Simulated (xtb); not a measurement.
xtb input (GFN2-xTB):

```bash
xtb mol.xyz --gfn 2 --sp --chrg 0 --uhf 0
```
mol.xyz:
```
2

Be    -0.00000000    -0.00000000    -0.88442103
O      0.00000000     0.00000000     0.44221052
```

End of the output:

```
         :::::::::::::::::::::::::::::::::::::::::::::::::::::
         ::                     SUMMARY                     ::
         :::::::::::::::::::::::::::::::::::::::::::::::::::::
         :: total energy              -4.721864150113 Eh    ::
         :: gradient norm              0.042930364667 Eh/a0 ::
         :: HOMO-LUMO gap              4.055507059990 eV    ::
         ::.................................................::
         :: SCC energy                -4.755694066090 Eh    ::
         :: -> isotropic ES            0.000340872020 Eh    ::
         :: -> anisotropic ES          0.007061034303 Eh    ::
         :: -> anisotropic XC         -0.007887982726 Eh    ::
         :: -> dispersion             -0.000285460532 Eh    ::
         :: repulsion energy           0.033829915977 Eh    ::
         :: add. restraining           0.000000000000 Eh    ::
         :: total charge              -0.000000000000 e     ::
         :::::::::::::::::::::::::::::::::::::::::::::::::::::

           -------------------------------------------------
Note: The following floating-point exceptions are signalling: IEEE_INVALID_FLAG IEEE_UNDERFLOW_FLAG IEEE_DENORMAL
normal termination of xtb
          |                Property Printout                |
           -------------------------------------------------

    * Orbital Energies and Occupations

         #    Occupation            Energy/Eh            Energy/eV
      -------------------------------------------------------------
         1        2.0000           -0.6074593             -16.5298
         2        2.0000           -0.4146397             -11.2829
         3        2.0000           -0.4132171             -11.2442
         4        2.0000           -0.4132171             -11.2442 (HOMO)
         5                         -0.2641800              -7.1887 (LUMO)
         6                         -0.1321580              -3.5962
         7                         -0.1321580              -3.5962
         8                          0.3137808               8.5384
      -------------------------------------------------------------
                  HL-Gap            0.1490371 Eh            4.0555 eV
             Fermi-level           -0.3386985 Eh           -9.2165 eV

     #   Z          covCN         q      C6AA      α(0)
     1   4 Be       0.731     0.605    61.038    23.286
     2   8 O        0.731    -0.605    26.314     6.874

 Mol. C6AA /au·bohr⁶  :        144.988791
 Mol. C8AA /au·bohr⁸  :       4978.876786
 Mol. α(0) /au        :         30.160352

Wiberg/Mayer (AO) data.
largest (>0.10) Wiberg bond orders for each atom

 ---------------------------------------------------------------------------
     #   Z sym  total        # sym  WBO       # sym  WBO       # sym  WBO
 ---------------------------------------------------------------------------
     1   4 Be   2.209 --     2 O    2.209
     2   8 O    2.209 --     1 Be   2.209
 ---------------------------------------------------------------------------

Topologies differ in total number of bonds
Writing topology from bond orders to xtbtopo.mol

molecular dipole:
                 x           y           z       tot (Debye)
 q only:        0.000       0.000      -1.517
   full:        0.000      -0.000      -2.514       6.390
molecular quadrupole (traceless):
                xx          xy          yy          xz          yz          zz
 q only:       -0.634       0.000      -0.634       0.000       0.000       1.267
  q+dip:       -2.501       0.000      -2.501      -0.000       0.000       5.001
   full:       -2.133       0.000      -2.133      -0.000       0.000       4.267

           -------------------------------------------------
          | TOTAL ENERGY               -4.721864150113 Eh   |
          | GRADIENT NORM               0.042930364667 Eh/α |
          | HOMO-LUMO GAP               4.055507059990 eV   |
           -------------------------------------------------

------------------------------------------------------------------------
------------------------------------------------------------------------
 total:
 SCF:
```
